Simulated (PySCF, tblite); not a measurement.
One entry of a table of gas-phase calculations, keyed by method. Lists by class give the value and the number of equivalent atoms.

```json
{
 "formula": "C5H11FSi2",
 "smiles": "F[C@@H]1[SiH2]C=C1CC[SiH3]",
 "inchi": "InChI=1S/C5H11FSi2/c6-5-4(1-2-7)3-8-5/h3,5H,1-2,8H2,7H3/t5-/m1/s1",
 "charge": 0,
 "multiplicity": 1,
 "geometry_level": "GFN2-xTB",
 "electronic_structure_code": "PySCF",
 "results": {
  "GFN2-xTB geometry": {
   "point_group": "C1",
   "rotational_constants_GHz": [2.213, 0.841, 0.733]
  },
  "PBE0/pcSseg-1 ground state and GIAO shieldings, non-relativistic": {
   "dipole_D": 1.31,
   "homo_eV": -7.67,
   "lumo_eV": -0.4,
   "shift_vs_computed_TMS_C_by_class_ppm": [
    [180.5, 1],
    [140.0, 1],
    [89.3, 1],
    [33.3, 1],
    [5.4, 1]
   ],
   "shift_vs_computed_TMS_H_by_class_ppm": [
    [6.24, 1],
    [5.57, 1],
    [4.98, 1],
    [4.84, 1],
    [3.68, 3],
    [3.23, 1],
    [2.31, 1],
    [1.23, 1],
    [0.98, 1]
   ],
   "shielding_other_nuclei_by_class_ppm": [
    ["F", 407.0, 1],
    ["Si", 391.4, 1],
    ["Si", 422.7, 1]
   ]
  },
  "GFN2-xTB harmonic vibrations, gas phase": {
   "strongest_ir_bands_cm-1_km_per_mol_modes": [
    [793.8, 256.2, 1],
    [795.3, 308.8, 1],
    [2247.2, 367.0, 1],
    [2255.9, 327.5, 1],
    [2270.1, 389.4, 1],
    [2307.3, 264.7, 1]
   ],
   "zpe_kcal_per_mol": 85.1
  }
 }
}
```

The rotational constants make it an asymmetric top with κ = (2B − A − C)/(A − C) = -0.85, nearer the prolate limit (−1). The zero-point energy, half the sum of the 51 harmonic wavenumbers, equals 29770 cm⁻¹ or 356 kJ/mol. In atomic units the dipole is 0.52 e·bohr (1 au = 2.5417 D). With B = h/(8π²I), that is 505.379 GHz u Å² over I, the principal moments of inertia are 228.3, 601.1 and 689.8 u Å² (most abundant isotopes).

 NMR classes are plain means over equivalent atoms (diastereotopic ones count apart unless rotation or inversion swaps them), as if these changed places fast; in this geometry the members of some classes differ.

The values belong to the conformer `[F:1][C@@H:2]1[SiH2:3][CH:4]=[C:5]1[CH2:6][CH2:7][SiH3:8]`: C4–C5–C6–C7 121°, C5–C6–C7–Si8 -59°.
